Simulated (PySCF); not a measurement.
Dy(3+): ionisation energy

Dy(3+) [Xe] 4f9 [4f5/2^6 4f7/2^3, M_J = 15/2] → Dy(4+) [Xe] 4f8 [4f5/2^6 4f7/2^2, M_J = 6], as a difference of total energies. Calculation: PySCF 2.14, in x2c-QZVPPall-2c (16s16p12d6f4g1h, 213 functions); the two-component X2C-1e Hamiltonian. Correlated levels: [Ar] 3d10 frozen; the 34 highest virtual spinors dropped. "Screened" scales the spin-orbit matrix elements by Boettger's factors to mimic the two-electron term; Breit and QED terms are absent.

```
                    method  ionisation energy (eV)  difference from reference (eV)
           GHF (spin-free)                  37.505                          -3.725
          GMP2 (spin-free)                  41.334                          +0.104
 GHF (screened spin-orbit)                  37.624                          -3.606
GMP2 (screened spin-orbit)                  41.464                          +0.234
```

Reference: 41.23 ± 0.08 eV (semi-empirical (NIST evaluation); NIST Atomic Spectra Database, ionization energies).

The spin-free rows relax to the high-spin LS determinant and lack the spin-orbit shift.

The labels give the starting determinants; with spin-orbit coupling the two ends relaxed to ⟨J²⟩ = 63.77, ⟨L²⟩ = 30.66, ⟨S²⟩ = 8.60 and ⟨J²⟩ = 42.01, ⟨L²⟩ = 12.40, ⟨S²⟩ = 11.85.
